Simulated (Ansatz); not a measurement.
Cost and result for the atomization energy of `O[BH][GeH3]` (8 atoms, 7 bonds).

Total charge 0; spin multiplicity 1. Correlated methods include outer-core shells of Ge, which these sets cover unevenly. Scalar relativity is left out up to krypton. Geometry: relaxed with PBE0-D4/def2-TZVP. It is one conformer, not always the lowest. Program: Ansatz. All runs use 2 threads of an INTEL XEON PLATINUM 8581C on a shared host. Times are those of one run each, without the atoms' runs, and a repeat can differ threefold. Electronic energies, without spin–orbit coupling; frozen cores. CCSD(T)/CBS adds CCSD(T) − MP2 in def2-TZVPP to the MP2 limit, and its time is that of the two runs behind it. T1 = 0.013. With those shells the extrapolation isn't a true limit. HSE06 is the plane-wave form, built on full-range PBE exchange.

CCSD(T)/CBS is a level of theory with its own doubt, some kJ/mol a heavy atom from the limit and from the frozen cores, so smaller differences don't rank the functionals.

```
                             level  functions  wall time
                PBE0-D4/def2-TZVPP        180      1.5 s
   PBE-D4/def2-TZVPP (with forces)        180      1.6 s
               HSE06-D4/def2-TZVPP        180      1.8 s
           CAM-B3LYP-D4/def2-TZVPP        180      2.1 s
r2SCAN-D4/def2-TZVPP (with forces)        180      2.3 s
                  CCSD(T)/def2-SVP         85      2.3 s
             r2SCANh-D4/def2-TZVPP        180      2.5 s
                 B2PLYP/def2-TZVPP        180      2.8 s
               PBE-QIDH/def2-TZVPP        180        3 s
                ωB97X-V/def2-TZVPP        180      4.2 s
                    MP2/def2-QZVPP        353       12 s
                CCSD(T)/def2-TZVPP        180       32 s
                 CCSD(T)/CBS(def2)          –       43 s
```

Problem. What atomization energy does each give, and how far from CCSD(T)/CBS? (Estimate.)

Solution. Computed: 
```json
{"level": "PBE0-D4/def2-TZVPP", "atomization (kJ/mol)": "2554.4", "difference from CCSD(T)/CBS": "-27.5", "per bond": "-3.9"}
{"level": "PBE-D4/def2-TZVPP (with forces)", "atomization (kJ/mol)": "2588.6", "difference from CCSD(T)/CBS": "6.7", "per bond": "0.9"}
{"level": "HSE06-D4/def2-TZVPP", "atomization (kJ/mol)": "2555.3", "difference from CCSD(T)/CBS": "-26.6", "per bond": "-3.8"}
{"level": "CAM-B3LYP-D4/def2-TZVPP", "atomization (kJ/mol)": "2590.8", "difference from CCSD(T)/CBS": "8.9", "per bond": "1.3"}
{"level": "r2SCAN-D4/def2-TZVPP (with forces)", "atomization (kJ/mol)": "2588.4", "difference from CCSD(T)/CBS": "6.5", "per bond": "0.9"}
{"level": "CCSD(T)/def2-SVP", "atomization (kJ/mol)": "2443.6", "difference from CCSD(T)/CBS": "-138.3", "per bond": "-19.8"}
{"level": "r2SCANh-D4/def2-TZVPP", "atomization (kJ/mol)": "2572.9", "difference from CCSD(T)/CBS": "-9.0", "per bond": "-1.3"}
{"level": "B2PLYP/def2-TZVPP", "atomization (kJ/mol)": "2550.8", "difference from CCSD(T)/CBS": "-31.1", "per bond": "-4.4"}
{"level": "PBE-QIDH/def2-TZVPP", "atomization (kJ/mol)": "2551.2", "difference from CCSD(T)/CBS": "-30.7", "per bond": "-4.4"}
{"level": "ωB97X-V/def2-TZVPP", "atomization (kJ/mol)": "2586.9", "difference from CCSD(T)/CBS": "5.0", "per bond": "0.7"}
{"level": "MP2/def2-QZVPP", "atomization (kJ/mol)": "2574.2", "difference from CCSD(T)/CBS": "-7.7", "per bond": "-1.1"}
{"level": "CCSD(T)/def2-TZVPP", "atomization (kJ/mol)": "2530.3", "difference from CCSD(T)/CBS": "-51.6", "per bond": "-7.4"}
{"level": "CCSD(T)/CBS(def2)", "atomization (kJ/mol)": "2581.9", "difference from CCSD(T)/CBS": "0.0", "per bond": "0.0"}
```

Leaving LDA and LC-ωPBE aside and taking each functional with its dispersion term where it has one, the values, not all of them listed here, spread over 87.1 kJ/mol, from BHLYP-D4 to B97M-V. LDA lies +347.0 kJ/mol from PBE without D4, its usual overbinding. At CCSD(T), def2-SVP lies −138.3 kJ/mol from the extrapolated value and def2-TZVPP −51.7 kJ/mol: correlation converges slowly with the basis, and small sets miss more of it in the bonded molecule than in its fragments. The D4 term adds +17.7 kJ/mol with B3LYP and +9.2 kJ/mol with PBE0; it sums over pairs of atoms, weighted by their polarisabilities, and B3LYP, whose exchange is more repulsive, gets the larger term.

B3LYP here is the variant with VWN-RPA as its local correlation; programs differ in this.
